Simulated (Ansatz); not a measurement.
The pair A = CH4O (SMILES CO) (first 6 atoms), B = CH6Si (SMILES C[SiH3]); geometry from B3LYP-D3(BJ)/def2-TZVP.
(charge 0, multiplicity 1):
```xyz
14

C      0.3369    -0.2705    -0.2764
O      0.5299     0.7842     0.6579
H     -0.2144    -1.1086     0.1618
H      1.3268    -0.6210    -0.5648
H     -0.1859     0.0709    -1.1759
H     -0.3309     1.1081     0.9428
C      1.3122     0.3526     3.9911
Si    -0.4075    -0.2995     3.6488
H      1.7805     0.6588     3.0553
H      1.9320    -0.4151     4.4582
H      1.2776     1.2126     4.6625
H     -1.2608     0.7430     3.0184
H     -1.0814    -0.7126     4.9058
H     -0.3761    -1.4728     2.7430
```

Cores are frozen in the correlated methods. MP2 and its Hartree–Fock in aug-cc-pV(T+d)Z are density fitted.

Programs: Ansatz (a quantum-chemistry and plane-wave program) with Gaussian orbitals. Each number belongs to the level named beside it.

The counterpoise-corrected interaction energy is E(AB) − E(A in the pair's basis) − E(B in the pair's basis). Total energies (hartree):

```csv
level,AB,A in the pair's basis,B in the pair's basis
HF/aug-cc-pV(D+d)Z,-445.3625554,-115.0618011,-330.3010264
MP2/aug-cc-pV(D+d)Z,-445.9978884,-115.4226416,-330.5717790
HF/aug-cc-pV(T+d)Z,-445.4180019,-115.0920231,-330.3262432
MP2/aug-cc-pV(T+d)Z,-446.1832783,-115.5292977,-330.6499437
CCSD(T)/aug-cc-pV(D+d)Z,-446.0837378,-115.4564651,-330.6236875
```

Work out the counterpoise-corrected interaction energy at the basis-set limit: extrapolate the MP2 correlation part as X⁻³, take Hartree–Fock from the larger set, and add the CCSD(T) − MP2 difference of aug-cc-pV(D+d)Z.


1. Differences (1 hartree = 627.509 kcal/mol): HF/aug-cc-pV(D+d)Z 0.171; MP2/aug-cc-pV(D+d)Z -2.176; HF/aug-cc-pV(T+d)Z 0.166; MP2/aug-cc-pV(T+d)Z -2.533; CCSD(T)/aug-cc-pV(D+d)Z -2.250.
2. Correlation parts, MP2 less HF: -2.347 in aug-cc-pV(D+d)Z (X = 2), -2.699 in aug-cc-pV(T+d)Z (X = 3).
3. Limit (3³·(-2.699) − 2³·(-2.347))/(3³ − 2³) = -2.847; with HF/aug-cc-pV(T+d)Z it gives -2.681.
4. CCSD(T) less MP2 in aug-cc-pV(D+d)Z: -0.074.
Result: -2.76 kcal/mol, against -2.18 at MP2/aug-cc-pV(D+d)Z. It is an estimate of this method's limit, not of the exact value.
